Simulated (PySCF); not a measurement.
# Continuum solvent and chemical shifts

Mapped SMILES: `[CH3:1][N:2]([CH3:3])[c:4]1[cH:5][cH:6][cH:7][cH:8][c:9]1[Cl:10]`; H(Xn) means a hydrogen on atom n.

GIAO PBE0/pcSseg-1 in PySCF 2.14 on one PBE0-D3(BJ)/def2-SVP conformer, non-relativistic, equivalent nuclei averaged. Solvents enter as an IEF-PCM continuum (tetrahydrofuran with ε = 7.4, dimethylsulfoxide with ε = 46.8) around the gas-phase geometry. Shifts are referred to TMS computed in the same medium.

In tetrahydrofuran, δ in ppm: C4 156.0, C8 137.6, C9 137.0, C6 134.4, C7 127.6, C5 126.3, C1/C3 42.6, H(C8) 7.55, H(C6) 7.45, H(C7) 7.17, H(C5) 7.10, H(C1)/H(C3) 2.75. Dipole moment 2.48 D.

Problem. How does each δ change in the more polar medium?

Solution. 
```csv
atoms,environment,"Δδ, dimethylsulfoxide"
C4,aromatic carbon bearing nitrogen,+0.3
C8,aromatic CH,+0.2
C9,aromatic carbon bearing chlorine,-0.2
C6,aromatic CH,+0.5
C7,aromatic CH,+0.3
C5,aromatic CH,+0.5
C1/C3,methyl carbon bonded to N,+0.1
H(C8),hydrogen on an aromatic CH,+0.03
H(C6),hydrogen on an aromatic CH,+0.06
H(C7),hydrogen on an aromatic CH,+0.05
H(C5),hydrogen on an aromatic CH,+0.08
H(C1)/H(C3),hydrogen on a methyl carbon bonded to N,+0.02
```

Changes are relative to tetrahydrofuran. The dipole moment becomes 2.64 D in dimethylsulfoxide.

Problem. Which nuclei move most (in ppm), and what does the model miss?

Solution. C6 (aromatic CH, +0.5 ppm) and C5 (aromatic CH, +0.5 ppm) in dimethylsulfoxide. A continuum only polarises the solute; specific hydrogen bonds, the anisotropy of aromatic solvents and changes of geometry or conformer are outside it.
